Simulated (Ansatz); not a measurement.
Reaction: H2Se (SMILES [SeH2]) → H2Se+ (parent SMILES [SeH2], doublet) + e-
Each species at its own B3LYP-D3(BJ)/def2-TZVP minimum (Ansatz, a program for electronic structure).

Total energies in hartree (Ansatz). UHF or UKS for unpaired electrons; spin-orbit terms are left out. Cores are frozen in correlated methods (noble-gas shells, and filled d and f shells in the p block). No relativity. The spin of H2Se+ (parent SMILES [SeH2], doublet) was assumed, and the state is the lowest solution found for it.

```csv
species,HF/cc-pVTZ,CCSD(T)/cc-pVTZ,HF/cc-pVQZ,CCSD(T)/cc-pVQZ,CCSD(T)/cc-pV5Z,CCSDT(Q)/cc-pV5Z
"1: H2Se (selane, SMILES [SeH2])",-2401.04843,-2401.24642,-2401.05216,-2401.26426,-2401.26930,-2401.27022
"2: H2Se+ (parent SMILES [SeH2], doublet)",-2400.72708,-2400.88959,-2400.73068,-2400.90340,-2400.90720,-2400.90804
```

Task: Work out the adiabatic ionisation energy (electronic) in eV: take Hartree-Fock from cc-pVQZ, extrapolate the CCSD(T) correlation energy as X^-3 (X = 3, 4), and add CCSDT(Q) - CCSD(T) in cc-pV5Z. 1 hartree = 27.211 eV.

Result: 
Species 1: correlation (64·(-0.21210) - 27·(-0.19799))/37 = -0.22240; step -0.00092; E1 = -2401.05216 + (-0.22240) + (-0.00092) = -2401.27548
Species 2: correlation (64·(-0.17272) - 27·(-0.16251))/37 = -0.18017; step -0.00084; E2 = -2400.73068 + (-0.18017) + (-0.00084) = -2400.91169
-1·E1 +1·E2 = 0.36379 hartree = 9.90 eV.
